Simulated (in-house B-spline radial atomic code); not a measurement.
Configurations of Cl³⁺, with energies counted from [Ne] 3s2 3p2. Computed with a B-spline radial code for spherical atoms: scalar-relativistic (X2C) Hartree-Fock, spin-polarised, averaged over the determinants with the given up and down occupations, Fermi nucleus of rms radius 3.3654 fm. Shells without spins written out take the highest spin.

Occupations are held fixed; configurations that lie above the ionisation limit could autoionise.

| configuration | E - E(ref) (eV) | highest orbital | its <r> (bohr) |
| --- | --- | --- | --- |
| [Ne] 3s2 3p1 3d1 | 20.553 | 3d up | 1.818 |
| [Ne] 3s1 3p2 3d1 | 27.278 | 3d up | 1.753 |
| [Ne] 3s2 3p(1 up, 0 down) 4p(0 up, 1 down) | 31.057 | 4p down | 3.652 |
| [Ne] 3s2 3p1 4f1 | 38.632 | 4f up | 4.352 |
| [Ne] 3s(1 up, 0 down) 3p(2 up, 0 down) 4f(0 up, 1 down) | 47.451 | 4f down | 4.428 |

Order these further configurations by energy, lowest first.
A. [Ne] 3s1 3p2 4s1
B. [He] 2s2 2p5 3s2 3p2 3d1
C. [Ne] 3s2 3p1 4s1
D. [He] 2s2 2p5 3s2 3p2 4f1
E. [He] 2s2 2p5 3s2 3p2 4d1

C (26.517 eV), A (34.889 eV), B (220.67 eV), E (239.78 eV), D (242.77 eV).
